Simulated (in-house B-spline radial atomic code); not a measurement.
Ionisation energies along the 19-electron series, configuration [Ar] 3d1, as differences of self-consistent energies. Dirac energy differences include first-order Breit, QED and recoil terms. NIST's values go from ground level to ground level; the uncertainty of those that are theory runs from under 0.1 % in few-electron ions to several per cent in heavy many-electron ones. Computed with a B-spline radial code for spherical atoms: Dirac-Hartree-Fock, average of the configuration, finite nuclei.

```tsv
ion	configuration after	ionisation energy (eV)	IE/(q+1)² (eV)	Breit and QED recoil part (eV)	tabulated value (eV)	tabulated kind	computed minus tabulated (eV)
Pm42+	[Ne] 3s2 3p6	3200.3	1.7308	-1.2862	3219	tabulated theory	-19
Sm43+	[Ne] 3s2 3p6	3342.7	1.7266	-1.3812	3363	tabulated theory	-20
Eu44+	[Ne] 3s2 3p6	3488.3	1.7226	-1.4808	3510	tabulated theory	-22
Gd45+	[Ne] 3s2 3p6	3636.9	1.7188	-1.5848	3660	tabulated theory	-23
Tb46+	[Ne] 3s2 3p6	3788.7	1.7151	-1.6936	3814	tabulated theory	-25
Dy47+	[Ne] 3s2 3p6	3943.6	1.7116	-1.8071	3970	tabulated theory	-26
Ho48+	[Ne] 3s2 3p6	4101.6	1.7083	-1.9255	4131	tabulated theory	-29
```

Where a p, d or f electron is removed, the computed value is a mean over both j, so it misses the tabulated one by a part of the spin-orbit splitting; averaging over terms and missing correlation add to the gap, relatively most at low charge.
